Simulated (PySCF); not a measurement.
**A small calculation by hand: dipole moment from atomic charges**

CH4ClGeNSi, SMILES Cl[Si@H]1N=[CH][GeH2]1. Atoms are numbered in the order given.

```xyz
9

Cl     2.0576    -1.4675    -0.3106
Si     0.9412     0.0857     0.4955
N      0.7456     1.4523    -0.6557
C     -0.5233     1.5391    -0.8259
Ge    -1.4478     0.0636     0.2166
H      1.6110     0.5044     1.7552
H     -0.9569     2.3376    -1.4587
H     -2.4499     0.4999     1.3120
H     -2.1093    -1.0285    -0.6531
```
Charge 0, spin multiplicity 1.

Coordinates come from a B3LYP-D3(BJ)/def2-SVP optimisation. The structure was generated by enumeration; whether it is a known compound was not checked.

Charges (e) from PBE0/def2-TZVP (PySCF):

| atom | ESP fit | IAO |
|---|---|---|
| Cl1 | -0.126 | -0.305 |
| Si2 | 0.323 | 0.808 |
| N3 | -0.469 | -0.519 |
| C4 | 0.253 | -0.150 |
| Ge5 | -0.050 | 0.249 |
| H6 | -0.007 | -0.110 |
| H7 | 0.057 | 0.149 |
| H8 | 0.009 | -0.064 |
| H9 | 0.010 | -0.058 |

The dipole moment of the full density is 2.40 D.

What dipole moment does each set of point charges give, and which comes closer to that of the density?


μ = Σ q r, and 1 e Å = 4.8032 D.
ESP fit: Σ q r = (-0.474, 0.042, 0.197) e Å, |μ| = 2.47 D.
IAO: Σ q r = (-0.577, -0.131, 0.557) e Å, |μ| = 3.90 D.
ESP fit comes closer in size. Point charges leave out the atoms' own dipoles (lone pairs, polarised bonds); fits to the potential absorb them, partitions of the density don't.
